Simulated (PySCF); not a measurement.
BClH2Se.

```xyz
5

B     -0.7504    -0.6132     0.0000
Cl     0.1711    -2.1000     0.0000
H     -1.9333    -0.6649     0.0000
Se     0.0392     1.1392     0.0000
H      1.4438     0.6962     0.0000
```
Charge 0, spin multiplicity 1.

Geometry optimised at B3LYP-D3(BJ)/def2-TZVP. One conformer was computed; it need not be the lowest.

Computed with B3LYP/pcSseg-2 (PySCF). Non-relativistic, no solvent.

Computed absolute GIAO shielding of each atom: isotropic value and principal components (ppm):
| atom | σ(iso) | σ11 | σ22 | σ33 | span |
|---|---|---|---|---|---|
| B1 | 21.5 | -53.9 | 19.1 | 99.4 | 153.2 |
| Cl2 | 652.1 | 368.9 | 665.1 | 922.4 | 553.5 |
| H3 | 24.4 | 22.5 | 23.3 | 27.5 | 5.1 |
| Se4 | 1541.4 | 944.3 | 1657.8 | 2022.0 | 1077.8 |
| H5 | 28.0 | 21.1 | 24.8 | 38.0 | 16.9 |
